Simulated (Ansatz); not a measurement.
Mulliken charges of BClH$_{6}$Si$_{2}$ (`[SiH3]B[SiH2]Cl`) from PBE/def2-TZVPP in Ansatz (PBE0-D4/def2-TZVP geometry).

| atom | x (Å) | y (Å) | z (Å) | charge (e) |
| --- | --- | --- | --- | --- |
| Si1 | -1.588 | 0.528 | -0.601 | 0.070 |
| B2 | -0.021 | -0.712 | -0.387 | 0.068 |
| Si3 | 1.516 | -0.199 | 0.778 | 0.251 |
| Cl4 | 3.130 | -1.484 | 0.723 | -0.229 |
| H5 | -2.881 | -0.201 | -0.492 | -0.041 |
| H6 | -1.598 | 1.665 | 0.360 | -0.048 |
| H7 | -1.480 | 1.089 | -1.981 | -0.038 |
| H8 | -0.037 | -1.744 | -0.990 | 0.057 |
| H9 | 2.013 | 1.154 | 0.407 | -0.045 |
| H10 | 1.030 | -0.145 | 2.185 | -0.046 |

Q: By hand: the dipole of these point charges (1 e Å = 4.8032 D).

A: Σ q r = (-0.338, 0.021, -0.136) e Å, of length 0.365 e Å = 1.75 D.

Q: How does the dipole of the full density compare? (Best estimate.)

A: The calculation gave: (-0.249, 0.097, -0.052) e Å, 1.31 D; the point charges give 1.34 times that, at 20° from its direction.

Point charges leave out the atoms' own dipoles, such as those of lone pairs, and Mulliken's split depends on the basis, so the two needn't agree.
